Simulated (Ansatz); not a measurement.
`[CH3][AlH][SiH2][SbH2]` + `[NH2][AlH2]` → `[CH3][AlH][NH][AlH2]` + `[SiH3][SbH2]` at 500 K and 1 bar (cleavage of the Al–Si bond).

Calculated with Ansatz (gas phase, PBE0-D4/def2-TZVP geometries, no zero-point term in ΔE). CCSD(T)/CBS is the MP2 limit (def2-TZVPP, def2-QZVPP) plus CCSD(T) − MP2 in def2-TZVPP, frozen cores. This one scheme is used for every species. def2 core potentials past Kr. For Sb outer-core shells are correlated without core-valence functions, which leaves a few kJ/mol of doubt a bond. One conformer a species, not always the lowest.

```json
{"species": "`[CH3][AlH][SiH2][SbH2]`", "CCSD(T)/CBS energy (Eh)": "-813.96923", "H − E (kJ/mol)": "251.5", "S (J/(mol·K))": "477.1"}
{"species": "`[NH2][AlH2]`", "CCSD(T)/CBS energy (Eh)": "-299.14566", "H − E (kJ/mol)": "129.9", "S (J/(mol·K))": "289.4"}
{"species": "`[CH3][AlH][NH][AlH2]`", "CCSD(T)/CBS energy (Eh)": "-581.06085", "H − E (kJ/mol)": "240.5", "S (J/(mol·K))": "432.1"}
{"species": "`[SiH3][SbH2]`", "CCSD(T)/CBS energy (Eh)": "-532.08095", "H − E (kJ/mol)": "133.5", "S (J/(mol·K))": "352.2"}
```

H − E and S are ideal-gas, rigid-rotor, harmonic terms from PBE0-D4/def2-TZVP, for one conformer and one mirror image of each species. 1 Eh = 2625.50 kJ/mol, R = 8.31446 J/(mol·K).

Q: By hand: ΔE, ΔH, ΔS and ΔG.

A: ΔE = (-581.06085) + (-532.08095) − (-813.96923) − (-299.14566) = -0.02691 Eh = -70.7 kJ/mol. Δ(H − E) = 240.5 + 133.5 − 251.5 − 129.9 = -7.4, so ΔH = -78.1 kJ/mol. ΔS = 432.1 + 352.2 − 477.1 − 289.4 = 17.8 J/(mol·K). ΔG = -78.1 − 500 × (17.8)/1000 = -87.0 kJ/mol.

Q: By hand: the equilibrium constant, and the temperature at which ΔG would vanish if ΔH and ΔS stayed fixed.

A: log₁₀ K = −ΔG/(RT ln 10) = 9.1. ΔH and −TΔS have one sign here, so there is no such temperature.

ΔH outweighs TΔS. A doubt of 5 kJ/mol in ΔE shifts log₁₀ K by 0.5 here. Other conformers and mirror images would add mixing entropy, several J/(mol·K) or more a flexible species. These are equilibria of isolated gas molecules and say nothing of rates. Largest T1 diagnostic: 0.014 (customary marks: 0.02 for closed shells, 0.045 for open ones).
